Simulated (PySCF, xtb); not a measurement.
Se(Cl)(SeH) (ClHSe2), SMILES Cl[Se][SeH].

GFN2-xTB in xtb at its own geometry gives an orbital gap of 3.14 eV and a dipole moment of 0.91 D.

The structure is a stationary point at r2SCAN-D4/def2-SVP. One conformer was computed; it need not be the lowest.

Task: What does M06-2X/def2-TZVPD (PySCF) give? (Estimate from the structure and the level; the computed values follow.)

Result: gap 6.54 eV (levels -8.33 and -1.79 eV), dipole 1.94 D.
